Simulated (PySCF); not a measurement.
Species: C5H5O2 (charge -1).
SMILES with atom numbers: `[CH2:1]=[C:2]=[CH:3][CH2:4][C:5](=[O:6])[O-:7]` (hydrogens: H8, H9 on C1; H10 on C3; H11, H12 on C4)

Structure optimised with GFN2-xTB, isolated species.

Give the optimised bond lengths and angles.

| bond | length (Å) | order |
| --- | --- | --- |
| C1=C2 | 1.300 | double |
| C2=C3 | 1.300 | double |
| C3–C4 | 1.479 | single |
| C4–C5 | 1.623 | single |
| C5=O6, C5–O7 | 1.231 | double/single |
| C1–H8, C1–H9 | 1.083 | single |
| C3–H10 | 1.085 | single |
| C4–H11, C4–H12 | 1.092 | single |

Bonds in one row agree within 0.01 Å and their mean is given. Orders are formal, as drawn. A selection of angles:
| angle | degrees |
| --- | --- |
| C2–C1–H8 | 122.2 |
| H8–C1–H9 | 115.5 |
| C1–C2–C3 | 179.0 |
| C2–C3–C4 | 125.8 |
| C2–C3–H10 | 119.6 |
| C4–C3–H10 | 114.5 |
| C3–C4–C5 | 109.7 |
| C3–C4–H11 | 112.1 |
| C3–C4–H12 | 110.5 |
| C5–C4–H11 | 109.0 |
| C5–C4–H12 | 105.3 |
| H11–C4–H12 | 110.1 |
| C4–C5–O6 | 114.3 |
| C4–C5–O7 | 114.8 |
| O6–C5–O7 | 130.8 |

Dihedral angles: C2–C3–C4–C5 -117° (anticlinal); C3–C4–C5–O6 124° (anticlinal). The mirror-image conformer, all signs reversed, is as good.

C5 (carboxylate carbon) is planar (angles 130.8°, 114.8° and 114.3°, sum 360.0°, 0.01 Å off the plane of its three neighbours). C1 (outer carbon of cumulated double bonds) is planar (angles 122.3°, 122.2° and 115.5°, sum 360.0°, 0.00 Å off the plane of its three neighbours). Of the pairs four or more bonds apart, O7···H10 is among the closest relative to their van der Waals radii: 2.69 Å, 99 % of the sum of Bondi's values. C3 (outer carbon of cumulated double bonds) is planar (angles 125.8°, 119.6° and 114.5°, sum 359.8°, 0.03 Å off the plane of its three neighbours). The C–C distances run from 1.300 Å (C2=C3, drawn double) to 1.623 Å (C4–C5, drawn single), a spread of 0.323 Å.

Point group: C1 (no symmetry element, even within 0.4 Å). Stationary, but not proved a minimum.

All values are computed, not measured.
